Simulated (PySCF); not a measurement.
Computed shifts of a molecule C5H10, PySCF with PBE0/pcSseg-1, GIAO, gas phase, equivalent atoms averaged, in ppm (number of nuclei): ¹³C: 156.4 (1), 119.9 (1), 35.2 (1), 26.3 (1), 20.9 (1). ¹H: 6.50 (1), 5.51 (2), 2.42 (1), 1.30 (6). References: ¹³C against TMS (σ = 186.3 ppm); ¹H against TMS (σ = 31.56 ppm), references at their B3LYP-D3(BJ)/def2-TZVP geometries, non-relativistic. Geometry optimised at PBE0-D3(BJ)/def2-SVP. One conformer was computed; it need not be the lowest.

Task: Which structure fits?
A) C=CC(C)C
B) C[C@H]1C[C@@H]1C
C) CC=C(C)C
D) C1CCCC1

Result: A, C=CC(C)C
